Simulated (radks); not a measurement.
All-electron atom: Ne6+ in [He] 2s2 (the NIST ground configuration). Calculated with a radial shooting solver on a logarithmic mesh with Libxc functionals: scalar-relativistic Kohn-Sham, exchange-only LDA, spin-polarised, spherical densities, point nucleus.

Normalised radial functions P(r) = r R(r), r in bohr:

r             1s      2p
0.007423  0.4210  0.0024
0.009067  0.5056  0.0035
0.01099   0.6007  0.0050
0.01342   0.7158  0.0074
0.01626   0.8426  0.0107
0.01986   0.9924  0.0157
0.02406   1.1527  0.0225
0.02939   1.3346  0.0327
0.03561   1.5197  0.0465
0.04349   1.7160  0.0667
0.0527    1.8979  0.0936
0.06437   2.0658  0.1319
0.07799   2.1896  0.1815
0.09526   2.2593  0.2497
0.1154    2.2508  0.3339
0.141     2.1485  0.4433
0.1708    1.9560  0.5693
0.2086    1.6672  0.7189
0.2528    1.3312  0.8718
0.3088    0.9622  1.0254
0.3741    0.6349  1.1467
0.457     0.3612  1.2193
0.5537    0.1805  1.2133
0.6763    0.0722  1.1133
0.8195    0.0240  0.9332
1.001     0.0057  0.6897
1.213     0.0010  0.4497
1.481     0.0001  0.2421
1.795     0.0000  0.1092
2.192     0.0000  0.0370

1s: eigenvalue -1033.5 eV, 0 radial nodes, <r> = 0.158 bohr, 90 % of the charge inside 0.282 bohr. 2p (empty): eigenvalue -172.06 eV, 0 radial nodes, <r> = 0.634 bohr, 90 % of the charge inside 1.03 bohr.
